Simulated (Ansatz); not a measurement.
Ideal-gas functions of C2H4ClFSi (`C=C[SiH](F)Cl`) at 600 K and 1 bar, from an Ansatz frequency run at PBE0-D4/def2-TZVP.

Molar mass 110.59 g/mol, point group C1 (symmetry number 1), electronic degeneracy 1, moments of inertia 112.12, 238.61, 320.595 u Å². Harmonic wavenumbers (cm⁻¹, unscaled): 73, 173, 204, 240, 355, 527, 574, 735, 816, 825, 914, 1017, 1021, 1042, 1290, 1444, 1670, 2272, 3134, 3160, 3218.

Use S(trans) = R[1.5 ln M + 2.5 ln T − 1.1517]; rotational temperatures θ = 24.2544 K / I; S(rot) = R[ln(√π/σ · √(T³/θAθBθC)) + 1.5]; for each mode x = 1.438777 ν̃/T, S = R[x/(eˣ − 1) − ln(1 − e⁻ˣ)] and H = RT x/(eˣ − 1); 1 cm⁻¹ = 0.0119627 kJ/mol; R = 8.31446 J/(mol·K).

Task: By hand: the entropy, in J/(mol·K).

Result: Translation 182.1. Rotation: θ = 0.2163, 0.1016, 0.0757 K, giving 123.6. Vibration, mode by mode: 22.81, 15.69, 14.34, 13.02, 9.90, 6.90, 6.28, 4.60, 3.94, 3.88, 3.28, 2.70, 2.68, 2.57, 1.61, 1.20, 0.77, 0.23, 0.04, 0.04, 0.03, in all 116.5. Electronic 0.0. Sum 422.2 J/(mol·K).

Task: By hand: H − E and G − E in kJ/mol, counted from the electronic energy.

Result: Zero-point energy ½ × 24704 × 0.0119627 = 147.8; thermal vibration 35.8; translation, rotation and pV give 4 RT = 20.0. H − E = 203.6 kJ/mol, and G − E = 203.6 − 600 × 422.2/1000 = -49.7 kJ/mol.

Vibration gives 28 % of the entropy, 22.8 J/(mol·K) of it from the mode under 150 cm⁻¹: soft modes count most, and the harmonic formula is weakest for them. The sum counts one conformer and one mirror image; others add a mixing term.
